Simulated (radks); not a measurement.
The numbers below are computed, except where a source is named.
P I, 15 electrons, occupied as [Ne] 3s2 3p3. Level of theory: Dirac Kohn-Sham, BLYP, spin-unpolarised, spherical densities, point nucleus; open shells are shared between the two j in proportion to 2j + 1 (a radial shooting solver on a logarithmic mesh with Libxc functionals).

Radial electron density D(r) = 4 pi r^2 rho(r):

r (bohr)  D(r) (e/bohr)
0.007055          1.143
0.009041          1.763
0.01159           2.675
0.01485           3.971
0.01918           5.802
0.02457           8.085
0.03149           10.77
0.04036           13.56
0.05171           15.90
0.06627           17.08
0.08492           16.56
0.1088            14.48
0.1395            12.01
0.1787            10.89
0.229             12.14
0.2935            14.72
0.3791            15.97
0.4858            13.78
0.6225            9.041
0.7977            4.595
1.022             2.517
1.31              2.420
1.679             2.622
2.151             2.152
2.756             1.275
3.532            0.5527
4.527            0.1746
5.801           0.03802
7.433          0.005182

D(r) has 3 maxima, at r = 0.0701, 0.370, 1.63 bohr, and minima at 0.179, 1.16 bohr, inside which lie 2.20, 10.37 electrons.
